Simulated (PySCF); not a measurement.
## Electronic structure of Rh⁺ (rhodium, charge +1) at the LDA level

Configuration: [Kr] 4d7 5s1, 5s spin antiparallel (an excited configuration). Calculation: PySCF 2.14, in x2c-QZVPPall (13s8p7d4f2g, 118 functions); scalar relativity by spin-free X2C-1e.

| Property | Result |
| --- | --- |
| Total energy | -4778.07 hartree |
| One-electron energy | -6575.04 hartree |
| Hartree (Coulomb) energy | 1931.32 hartree |
| Exchange-correlation energy | -134.35 hartree |
| ⟨S²⟩ | 3.0023 |
| ⟨L²⟩ | 12.006 |
| Sum of ⟨r⟩ | 29.54 bohr |
| Sum of ⟨r²⟩ | 41.13 bohr² |
| Langevin diamagnetic susceptibility | -32.6 ×10⁻⁶ cm³/mol |
| Time after the integrals | 2.4 s of wall time on 1 thread of Neoverse-V2 (shared host) |

```csv
shell,electrons,mean orbital energy (hartree),spread (hartree),"rms radius, mean of both spins (bohr)"
1s β,1,-844.56940,0,0.0375
1s α,1,-844.56854,0,0.0375
2s α,1,-122.88457,0,0.154
2s β,1,-122.86777,0,0.154
2p α,3,-110.30190,0,0.137
2p β,3,-110.28881,0,0.137
3s α,1,-22.30486,0,0.419
3s β,1,-22.29334,0,0.419
3p α,3,-18.16231,0,0.421
3p β,3,-18.14974,0,0.421
3d α,5,-11.49846,0.00988,0.405
3d β,5,-11.48148,0.00141,0.405
4s α,1,-3.49054,0,1.04
4s β,1,-3.41834,0,1.04
4p α,3,-2.31247,0,1.15
4p β,3,-2.23844,0,1.15
4d α,5,-0.64798,0.02689,1.62
4d β,2,-0.59178,0,1.62
5s β,1,-0.45638,0,3.06
```

With the s spin flipped the determinant is a mixture of two multiplicities, not a spectroscopic state.

Densities and radii are taken from the X2C orbitals without a picture-change correction, which distorts them close to the nucleus.
